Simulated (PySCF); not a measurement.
System (SMILES): BN (BH2-NH2).
Geometry (B3LYP-D3(BJ)/def2-TZVP, fixed):
```xyz
6

B     -0.7766     0.0323    -0.0041
N      0.6098    -0.0254     0.0032
H     -1.3984    -0.9854    -0.0254
H     -1.3119     1.0982     0.0110
H      1.1972     0.7922     0.0209
H      1.1274    -0.8889    -0.0085
```

Basis-set convergence of the mean static polarisability at PBE with PySCF. All functions are spherical. Density fitting with generated auxiliary sets. In sets without p functions on hydrogen, species with hydrogen take exact integrals. No added dispersion term, no relativity. Reference: the value in d-aug-cc-pVTZ, 27.92 bohr³, itself unsure by roughly 0.3 % (its mean distance from aug-pcseg-2, aug-cc-pVTZ). Deviations are taken from unrounded values.

```tsv
basis	functions	mean static polarisability (bohr³)
6-31G*	36	19.68
6-31+G*	44	23.50
cc-pVDZ	48	21.68
aug-cc-pVDZ	82	27.70
def2-SVP	48	21.39
def2-SVPD	72	26.95
pcseg-1	48	21.52
aug-pcseg-1	82	27.47
6-311G**	60	22.73
6-311+G**	68	24.90
def2-TZVP	86	24.99
def2-TZVPD	110	27.59
cc-pVTZ	116	24.76
aug-cc-pVTZ	184	27.87
pcseg-2	116	25.18
aug-pcseg-2	184	27.80
def2-TZVPP	118	25.40
def2-TZVPPD	142	27.69
def2-QZVPP	234	26.67
def2-QZVPPD	258	27.83
```

What the diffuse functions change, pair by pair:
- 6-31G* to 6-31+G*: 8 more functions, deviation -29.5 to -15.8 %
- cc-pVDZ to aug-cc-pVDZ: 34 more functions, deviation -22.4 to -0.8 %
- def2-SVP to def2-SVPD: 24 more functions, deviation -23.4 to -3.5 %
- pcseg-1 to aug-pcseg-1: 34 more functions, deviation -22.9 to -1.6 %
- 6-311G** to 6-311+G**: 8 more functions, deviation -18.6 to -10.8 %
- def2-TZVP to def2-TZVPD: 24 more functions, deviation -10.5 to -1.2 %
- cc-pVTZ to aug-cc-pVTZ: 68 more functions, deviation -11.3 to -0.2 %
- pcseg-2 to aug-pcseg-2: 68 more functions, deviation -9.8 to -0.4 %
- def2-TZVPP to def2-TZVPPD: 24 more functions, deviation -9.1 to -0.8 %
- def2-QZVPP to def2-QZVPPD: 24 more functions, deviation -4.5 to -0.3 %

They bring the value nearer the reference by more than 0.3 % in 10 of 10 pairs.
